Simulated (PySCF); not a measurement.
Spinor energies of S³⁺ (sulfur, charge +3)

Start: [Ne] 3s2 3p1; 3p1/2 filled at m_j = +1/2. Calculated with PySCF 2.14 in an even-tempered Gaussian basis (21 s from 0.092 bohr⁻², ratio 2.4; 14 p from 0.12 bohr⁻², ratio 2.4; 5 d from 0.84 bohr⁻², ratio 2.6; 5 f from 1.3 bohr⁻², ratio 2.6): generalised Hartree-Fock with the X2C-1e Hamiltonian and a Gaussian nucleus; one run each with spin-orbit coupling (SO) switched off, then screened by Boettger's factors.

| spinor shell | electrons | ε, spin-free (eV) | ε, screened SO (eV) | weight of nominal j (screened SO) | rms radius, screened SO (bohr) |
| --- | --- | --- | --- | --- | --- |
| 1s1/2 | 2 | -2554.6 | -2554.6 | 1.000 | 0.112 |
| 2s1/2 | 2 | -288.13 | -288.11 | 1.000 | 0.514 |
| 2p1/2 | 2 | -223.42 | -224.69 | 0.988 | 0.488 |
| 2p3/2 | 4 | -223.42 | -222.76 | 0.994 | 0.491 |
| 3s1/2 | 2 | -57.732 | -57.720 | 0.997 | 1.64 |
| 3p1/2 | 1 | -47.074 | -47.150 | 0.947 | 1.79 |

```tsv
quantity	spin-free	screened SO
E (hartree)	-396.16914	-396.17268
M_J	1/2	1/2
⟨J²⟩	1.058	0.921
⟨L²⟩	2.031	2.031
⟨S²⟩	0.760	0.760
```

Each row is a mean over spinors that exchange with the open shell spreads, by up to 1.411 eV (2p1/2).

⟨J²⟩ departs a little from M_J(M_J + 1) because the unrestricted spinors polarise the closed shells.

Without spin-orbit coupling the j labels of p, d and f shells carry no meaning; the spin-free column gives the mean over the occupied spinors of each nl shell, and its ⟨J²⟩ belongs to a mixture of degenerate components.
